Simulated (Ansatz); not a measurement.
Born–Oppenheimer molecular dynamics of BBrClH$_{3}$ (6 atoms, charge 0, multiplicity 1). It starts from a rough guess of a transition structure, not a stationary point.

These are results of UKS PBE-D4/def2-SVP in Ansatz, not measurements.

```json
{
  "ensemble": "NVE (velocity Verlet)",
  "time step": "0.5 fs",
  "steps asked": "150",
  "starting velocities drawn for": "100 K",
  "seed": "27418"
}
```

First frame:

```xyz
6
Properties=species:S:1:pos:R:3
B -0.608 -0.332 -0.312
Cl 1.356 0.150 -1.095
H -0.678 -1.481 -0.200
H -1.380 0.389 -0.790
H 1.407 0.733 0.554
Br -0.097 0.541 1.843
```

Question: What does the run give?

Answer: The run went to its last step.

```
steps done                                               : 150
time covered                                             : 75 fs
mean temperature over the second half                    : 1038 K
spread of the potential energy over the second half      : 22.4 meV per atom
mean potential energy of the second half above the start : -81.0 meV per atom
```

The conserved energy stayed within 0.5 meV per atom of its start (net change -0.5 meV per atom), so the integration is sound. The system heated up, since it started high on the potential surface and ran downhill. A run of 0.075 ps of so small a system gives no equilibrium averages. The orbitals stay closed-shell, which can raise the energy where a bond breaks towards radicals; this wasn't checked here.

Question: What happens to the structure?

Answer: The step under study would form B1–Br6, Cl2–H5 and break B1–Cl2, H5–Br6. These pairs go: B1–Br6 2.38 → 2.76 Å, Cl2–H5 1.75 → 4.60 Å, B1–Cl2 2.17 → 1.71 Å, H5–Br6 1.99 → 1.42 Å. In the last frame they stand as before the step (other bonds may differ from the relaxed reactants and products). It ends as BClH2 + BrH. Pairs count as bonded within 1.25 times the sum of covalent radii (0.12 Å more for H–H). Another seed would give other details.

Question: How do temperature and energy run in time?

Answer: 
| time (fs) | T (K) | potential energy less start (eV) | conserved less start (meV/atom) |
| --- | --- | --- | --- |
| 0.0 | 100 | 0.000 | 0.00 |
| 2.5 | 365 | -0.138 | -0.17 |
| 5.0 | 631 | -0.276 | -0.13 |
| 7.5 | 904 | -0.417 | -0.17 |
| 10.0 | 1012 | -0.473 | -0.28 |
| 12.5 | 689 | -0.305 | -0.09 |
| 15.0 | 523 | -0.220 | -0.16 |
| 17.5 | 475 | -0.194 | -0.08 |
| 20.0 | 699 | -0.310 | -0.10 |
| 22.5 | 1099 | -0.518 | -0.26 |
| 25.0 | 1121 | -0.529 | -0.15 |
| 27.5 | 1111 | -0.523 | -0.14 |
| 30.0 | 1209 | -0.574 | -0.10 |
| 32.5 | 1502 | -0.726 | -0.22 |
| 35.0 | 1596 | -0.775 | -0.20 |
| 37.5 | 1593 | -0.774 | -0.29 |
| 40.0 | 1381 | -0.664 | -0.22 |
| 42.5 | 999 | -0.466 | -0.12 |
| 45.0 | 993 | -0.462 | -0.09 |
| 47.5 | 1266 | -0.606 | -0.47 |
| 50.0 | 862 | -0.394 | 0.06 |
| 52.5 | 946 | -0.439 | -0.36 |
| 55.0 | 722 | -0.323 | -0.19 |
| 57.5 | 508 | -0.211 | -0.01 |
| 60.0 | 907 | -0.419 | -0.25 |
| 62.5 | 1012 | -0.474 | -0.31 |
| 65.0 | 1015 | -0.474 | -0.17 |
| 67.5 | 1277 | -0.611 | -0.36 |
| 70.0 | 949 | -0.439 | -0.06 |
| 72.5 | 1060 | -0.497 | -0.05 |
| 75.0 | 1531 | -0.743 | -0.50 |

Time of the run: 6.6 min on 2 threads of Arm Neoverse N1, on a shared host, peak memory 0.16 GiB.
